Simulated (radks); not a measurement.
Polarisability of the indium ion In+, [Kr] 4d10 5s2, at imaginary frequency. Calculated with a radial shooting solver on a logarithmic mesh with Libxc functionals: non-relativistic Kohn-Sham, PBE, spin-polarised, spherical densities, point nucleus; relativity is left out, which matters for an element this heavy. Response by self-consistent Sternheimer equations with the Hartree and adiabatic LDA kernel.

w (hartree)  alpha1(iw) (bohr^3)  alpha2(iw) (bohr^5)
0.00266                    27.31                160.3
0.0143                     27.24                160.1
0.0360                     26.88                159.3
0.0697                     25.78                156.5
0.118                      23.39                149.7
0.186                      19.51                136.6
0.280                      14.82                115.4
0.413                      10.47                87.88
0.605                      7.124                59.47
0.892                      4.768                35.97
1.35                       3.092                19.71
2.12                       1.841                9.777
3.59                      0.9126                4.208
6.94                      0.3294                1.373
17.5                     0.07312               0.2473

Static values: alpha1 = 27.31 bohr^3 (4.047 angstrom^3; uncoupled 52.77), alpha2 = 160.3 bohr^5, alpha3 = 1712 bohr^7. C6 = 189.5, C8 = 6459, triple-dipole C9 = 3542 atomic units. One-pole (London) frequency 4 C6 / (3 alpha1^2) = 0.339 hartree, against 0.523 for minus the highest occupied eigenvalue.
